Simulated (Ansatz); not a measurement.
## Molecular dynamics of CH$_{9}$NO$_{2}$Si$_{2}$

Input:

```yaml
crystal:
  periodic: [false, false, false]
  atoms:
    - { symbol: Si, position_ang: [-0.225002, -0.046674, 0.035894] }
    - { symbol: O, position_ang: [0.289116, -0.33753, 1.664909] }
    - { symbol: C, position_ang: [-0.867095, -0.402182, 2.571709] }
    - { symbol: H, position_ang: [-1.499369, -1.318278, 2.427864] }
    - { symbol: H, position_ang: [-0.46955, -0.439211, 3.612098] }
    - { symbol: H, position_ang: [-1.544402, 0.486678, 2.497525] }
    - { symbol: H, position_ang: [1.029981, 0.128153, -0.692535] }
    - { symbol: O, position_ang: [-1.215835, 1.338113, 0.083371] }
    - { symbol: Si, position_ang: [-2.428736, 1.428093, -1.133608] }
    - { symbol: H, position_ang: [-3.544996, 0.510689, -0.903144] }
    - { symbol: H, position_ang: [-2.945008, 2.786769, -1.020221] }
    - { symbol: H, position_ang: [-1.929763, 1.234368, -2.494648] }
    - { symbol: "N", position_ang: [-1.147137, -1.312624, -0.826499] }
    - { symbol: H, position_ang: [-1.810166, -1.815171, -0.170016] }
    - { symbol: H, position_ang: [-0.49404, -2.081793, -1.150297] }
basis:
  gaussian: { orbitals: STO-3G }
hamiltonian:
  xc: pbe
md:
  timestep: 1.0
  n_steps: 166
  ensemble: nvt_langevin
  temperature: 500.0
  initial_velocities: maxwell_boltzmann
  seed: 900553
  friction: 0.02
```

Launched with:

```bash
$ ansatz run input.yaml --threads 1 --pin off --max-ram 2048MiB --backend cpu --events-out ev --progress --plain --runs-dir out
```

It starts from a relaxed structure.

Output, in part (one step line in 3, the closing report, with atoms numbered from 0):

```
md step     0: t =     0.00 fs  T =   466.7 K  F+E_penalty+E_count = -22235.78634755 eV  E_kin = 0.904820 eV  (24 SCF iters)
md step     3: t =     3.00 fs  T =   254.7 K  F+E_penalty+E_count = -22235.43474245 eV  E_kin = 0.493747 eV  (27 SCF iters)
md step     6: t =     6.00 fs  T =   242.9 K  F+E_penalty+E_count = -22235.40485714 eV  E_kin = 0.470955 eV  (28 SCF iters)
md step     9: t =     9.00 fs  T =   281.6 K  F+E_penalty+E_count = -22235.36518300 eV  E_kin = 0.545991 eV  (28 SCF iters)
md step    12: t =    12.00 fs  T =   252.6 K  F+E_penalty+E_count = -22235.38398887 eV  E_kin = 0.489701 eV  (29 SCF iters)
md step    15: t =    15.00 fs  T =   223.2 K  F+E_penalty+E_count = -22235.41307665 eV  E_kin = 0.432708 eV  (28 SCF iters)
md step    18: t =    18.00 fs  T =   320.7 K  F+E_penalty+E_count = -22235.42237622 eV  E_kin = 0.621892 eV  (28 SCF iters)
md step    21: t =    21.00 fs  T =   270.3 K  F+E_penalty+E_count = -22235.25483111 eV  E_kin = 0.524116 eV  (27 SCF iters)
md step    24: t =    24.00 fs  T =   232.0 K  F+E_penalty+E_count = -22235.22701312 eV  E_kin = 0.449918 eV  (28 SCF iters)
md step    27: t =    27.00 fs  T =   384.0 K  F+E_penalty+E_count = -22235.48137384 eV  E_kin = 0.744444 eV  (28 SCF iters)
md step    30: t =    30.00 fs  T =   355.8 K  F+E_penalty+E_count = -22235.39596605 eV  E_kin = 0.689876 eV  (27 SCF iters)
md step    33: t =    33.00 fs  T =   296.1 K  F+E_penalty+E_count = -22235.24122911 eV  E_kin = 0.574066 eV  (28 SCF iters)
md step    36: t =    36.00 fs  T =   310.6 K  F+E_penalty+E_count = -22235.19909744 eV  E_kin = 0.602133 eV  (25 SCF iters)
md step    39: t =    39.00 fs  T =   490.2 K  F+E_penalty+E_count = -22235.33763808 eV  E_kin = 0.950353 eV  (27 SCF iters)
md step    42: t =    42.00 fs  T =   408.4 K  F+E_penalty+E_count = -22235.18550532 eV  E_kin = 0.791787 eV  (28 SCF iters)
md step    45: t =    45.00 fs  T =   477.7 K  F+E_penalty+E_count = -22235.34773899 eV  E_kin = 0.926307 eV  (27 SCF iters)
md step    48: t =    48.00 fs  T =   387.1 K  F+E_penalty+E_count = -22235.11015522 eV  E_kin = 0.750518 eV  (27 SCF iters)
md step    51: t =    51.00 fs  T =   426.2 K  F+E_penalty+E_count = -22235.22751959 eV  E_kin = 0.826382 eV  (27 SCF iters)
md step    54: t =    54.00 fs  T =   383.5 K  F+E_penalty+E_count = -22235.08502715 eV  E_kin = 0.743656 eV  (27 SCF iters)
md step    57: t =    57.00 fs  T =   472.2 K  F+E_penalty+E_count = -22235.13261417 eV  E_kin = 0.915532 eV  (27 SCF iters)
md step    60: t =    60.00 fs  T =   316.0 K  F+E_penalty+E_count = -22234.90798249 eV  E_kin = 0.612694 eV  (28 SCF iters)
md step    63: t =    63.00 fs  T =   273.8 K  F+E_penalty+E_count = -22234.93326092 eV  E_kin = 0.530917 eV  (28 SCF iters)
md step    66: t =    66.00 fs  T =   260.3 K  F+E_penalty+E_count = -22234.91914194 eV  E_kin = 0.504669 eV  (28 SCF iters)
md step    69: t =    69.00 fs  T =   429.3 K  F+E_penalty+E_count = -22235.09168201 eV  E_kin = 0.832402 eV  (28 SCF iters)
md step    72: t =    72.00 fs  T =   531.3 K  F+E_penalty+E_count = -22235.31064312 eV  E_kin = 1.030092 eV  (28 SCF iters)
md step    75: t =    75.00 fs  T =   327.1 K  F+E_penalty+E_count = -22234.91229356 eV  E_kin = 0.634145 eV  (28 SCF iters)
md step    78: t =    78.00 fs  T =   360.6 K  F+E_penalty+E_count = -22234.94725386 eV  E_kin = 0.699073 eV  (26 SCF iters)
md step    81: t =    81.00 fs  T =   391.1 K  F+E_penalty+E_count = -22235.02599811 eV  E_kin = 0.758247 eV  (27 SCF iters)
md step    84: t =    84.00 fs  T =   474.2 K  F+E_penalty+E_count = -22235.12241332 eV  E_kin = 0.919473 eV  (27 SCF iters)
md step    87: t =    87.00 fs  T =   447.8 K  F+E_penalty+E_count = -22235.10203178 eV  E_kin = 0.868293 eV  (27 SCF iters)
md step    90: t =    90.00 fs  T =   490.8 K  F+E_penalty+E_count = -22235.17428994 eV  E_kin = 0.951626 eV  (27 SCF iters)
md step    93: t =    93.00 fs  T =   410.9 K  F+E_penalty+E_count = -22234.95835612 eV  E_kin = 0.796621 eV  (28 SCF iters)
md step    96: t =    96.00 fs  T =   431.3 K  F+E_penalty+E_count = -22234.97499067 eV  E_kin = 0.836213 eV  (28 SCF iters)
md step    99: t =    99.00 fs  T =   526.1 K  F+E_penalty+E_count = -22235.15168403 eV  E_kin = 1.020073 eV  (28 SCF iters)
md step   102: t =   102.00 fs  T =   624.0 K  F+E_penalty+E_count = -22235.33298982 eV  E_kin = 1.209910 eV  (28 SCF iters)
md step   105: t =   105.00 fs  T =   514.4 K  F+E_penalty+E_count = -22234.99371808 eV  E_kin = 0.997429 eV  (28 SCF iters)
md step   108: t =   108.00 fs  T =   455.3 K  F+E_penalty+E_count = -22234.77356346 eV  E_kin = 0.882864 eV  (28 SCF iters)
md step   111: t =   111.00 fs  T =   490.9 K  F+E_penalty+E_count = -22234.82046862 eV  E_kin = 0.951827 eV  (28 SCF iters)
md step   114: t =   114.00 fs  T =   532.3 K  F+E_penalty+E_count = -22234.86602592 eV  E_kin = 1.032112 eV  (28 SCF iters)
md step   117: t =   117.00 fs  T =   542.4 K  F+E_penalty+E_count = -22234.96012915 eV  E_kin = 1.051748 eV  (27 SCF iters)
md step   120: t =   120.00 fs  T =   569.3 K  F+E_penalty+E_count = -22235.03831568 eV  E_kin = 1.103878 eV  (27 SCF iters)
md step   123: t =   123.00 fs  T =   791.2 K  F+E_penalty+E_count = -22235.16200951 eV  E_kin = 1.534047 eV  (27 SCF iters)
md step   126: t =   126.00 fs  T =   518.3 K  F+E_penalty+E_count = -22234.78388144 eV  E_kin = 1.004980 eV  (27 SCF iters)
md step   129: t =   129.00 fs  T =   488.0 K  F+E_penalty+E_count = -22234.74708988 eV  E_kin = 0.946246 eV  (25 SCF iters)
md step   132: t =   132.00 fs  T =   548.5 K  F+E_penalty+E_count = -22234.92439384 eV  E_kin = 1.063550 eV  (28 SCF iters)
md step   135: t =   135.00 fs  T =   533.1 K  F+E_penalty+E_count = -22234.88154232 eV  E_kin = 1.033664 eV  (27 SCF iters)
md step   138: t =   138.00 fs  T =   427.1 K  F+E_penalty+E_count = -22234.79247569 eV  E_kin = 0.828167 eV  (27 SCF iters)
md step   141: t =   141.00 fs  T =   504.8 K  F+E_penalty+E_count = -22234.82807731 eV  E_kin = 0.978674 eV  (27 SCF iters)
md step   144: t =   144.00 fs  T =   531.4 K  F+E_penalty+E_count = -22234.80996072 eV  E_kin = 1.030264 eV  (26 SCF iters)
md step   147: t =   147.00 fs  T =   645.9 K  F+E_penalty+E_count = -22234.85891801 eV  E_kin = 1.252244 eV  (28 SCF iters)
md step   150: t =   150.00 fs  T =   536.1 K  F+E_penalty+E_count = -22234.55431878 eV  E_kin = 1.039412 eV  (28 SCF iters)
md step   153: t =   153.00 fs  T =   739.7 K  F+E_penalty+E_count = -22234.90490013 eV  E_kin = 1.434167 eV  (28 SCF iters)
md step   156: t =   156.00 fs  T =   547.8 K  F+E_penalty+E_count = -22234.62450542 eV  E_kin = 1.062174 eV  (28 SCF iters)
md step   159: t =   159.00 fs  T =   848.1 K  F+E_penalty+E_count = -22234.97507257 eV  E_kin = 1.644434 eV  (28 SCF iters)
md step   162: t =   162.00 fs  T =   610.4 K  F+E_penalty+E_count = -22234.43158430 eV  E_kin = 1.183459 eV  (28 SCF iters)
md step   165: t =   165.00 fs  T =   516.3 K  F+E_penalty+E_count = -22234.35623386 eV  E_kin = 1.001112 eV  (29 SCF iters)
md step   166: t =   166.00 fs  T =   563.2 K  F+E_penalty+E_count = -22234.39687674 eV  E_kin = 1.091906 eV  (25 SCF iters)
Total energy: -22234.39690467 eV, -817.0990152310 hartree
Atom 0 at    -0.095806     0.185633     0.333958 Å, force     1.213259    -0.136234     1.522277 eV/Å
Atom 1 at     0.383468     0.128706     2.076415 Å, force    -0.702414    -0.394876    -1.977748 eV/Å
Atom 2 at    -0.823269     0.172766     2.949428 Å, force     0.148096    -1.572287    -0.444646 eV/Å
Atom 3 at    -0.684289    -0.821362     3.688621 Å, force    -1.350702     2.881916    -1.730281 eV/Å
Atom 4 at    -0.743543     1.140491     3.477971 Å, force    -0.012459     0.041652     1.176744 eV/Å
Atom 5 at    -1.818535     0.321060     2.339857 Å, force     1.194238    -1.211032     1.336217 eV/Å
Atom 6 at     1.280563     0.182432    -0.273582 Å, force    -0.841373     0.401360     0.046527 eV/Å
Atom 7 at    -0.949101     1.703939     0.219158 Å, force     1.317659    -0.579844     0.225857 eV/Å
Atom 8 at    -2.440145     1.526211    -0.574613 Å, force    -1.174549     0.022333     1.292071 eV/Å
Atom 9 at    -3.403097     0.967551     0.465375 Å, force     0.420692     0.163807    -1.281266 eV/Å
Atom 10 at    -2.965717     2.793353    -1.046993 Å, force     0.083351     0.358946     0.273860 eV/Å
Atom 11 at    -2.161700     0.810822    -1.763949 Å, force    -0.505279    -0.956776    -1.012278 eV/Å
Atom 12 at    -1.009352    -1.199067    -0.306498 Å, force     0.034879     2.070416     1.731340 eV/Å
Atom 13 at    -1.120244    -2.077081     0.201862 Å, force    -0.006901    -0.714680     0.590815 eV/Å
Atom 14 at    -0.993216    -1.357752    -1.300265 Å, force     0.181502    -0.374700    -1.749489 eV/Å
Dipole moment:    -0.207469    -0.266529    -0.245209 e Å
```

The run went to its last step. A run of 0.17 ps of so small a system gives no equilibrium averages. Limits of this set-up: minimal basis.

The same pairs are bonded in the first frame and the last. Pairs count as bonded within 1.25 times the sum of covalent radii (0.12 Å more for H–H).

Last frame:

```xyz
15
Properties=species:S:1:pos:R:3
Si -0.096 0.186 0.334
O 0.384 0.129 2.076
C -0.823 0.173 2.949
H -0.684 -0.821 3.689
H -0.744 1.141 3.478
H -1.819 0.321 2.340
H 1.281 0.182 -0.274
O -0.949 1.704 0.219
Si -2.440 1.526 -0.575
H -3.403 0.968 0.465
H -2.966 2.793 -1.047
H -2.162 0.811 -1.764
N -1.009 -1.199 -0.306
H -1.120 -2.077 0.202
H -0.993 -1.358 -1.300
```

The run took 8.6 min on 1 thread of Arm Neoverse V2, with other jobs on the host, peak memory 0.1 GiB.
